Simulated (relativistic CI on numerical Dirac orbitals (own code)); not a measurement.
**What each ingredient does to the levels of Nb40+**

Base calculation: Dirac-Coulomb-Breit CI, KLI orbitals optimised for each configuration, QED by a radiative potential.

Configurations in the expansion: 1s, 2s, 2p, 3s, 3p, 3d, 4s, 4p, 4d, 4f, 5s, 5p, 5d, 5f, 5g, 6s, 6p, 6d. Levels of other configurations are missing.

Variants: (1) QED terms removed; (2) non-relativistic limit. Shifts of the energy above 1s ²S1/2, in eV, for the lowest level and the first level of each name with at least 55 % of one term (blank where a level changes its place among those of its configuration and J or its character, or is not in the variant):

```
    Level     Base   Δ(1)    Δ(2)
 1s ²S1/2      0.0    0.0     0.0
2p ²P°1/2  17503.2  +17.7  -350.3
 2s ²S1/2  17505.9  +15.0  -353.0
2p ²P°3/2  17639.0  +17.4  -486.1
3p ²P°1/2  20788.2  +17.7  -458.7
 3s ²S1/2  20789.0  +16.9  -459.5
 3d ²D3/2  20828.4  +17.7  -498.9
3p ²P°3/2  20828.5  +17.6  -499.0
 3d ²D5/2  20841.3  +17.7  -511.8
4p ²P°1/2  21932.3  +17.7  -491.1
 4s ²S1/2  21932.7  +17.4  -491.4
 4d ²D3/2  21949.3  +17.7  -508.0
4p ²P°3/2  21949.3  +17.7  -508.1
4f ²F°5/2  21954.7  +17.7  -513.5
 4d ²D5/2  21954.7  +17.7  -513.5
4f ²F°7/2  21957.4  +17.7  -516.1
5p ²P°1/2  22459.5  +17.7  -503.7
 5s ²S1/2  22459.7  +17.5  -503.9
 5d ²D3/2  22468.2  +17.7  -512.3
5p ²P°3/2  22468.2  +17.7  -512.4
5f ²F°5/2  22471.0  +17.7  -515.1
 5d ²D5/2  22471.0  +17.7  -515.1
```
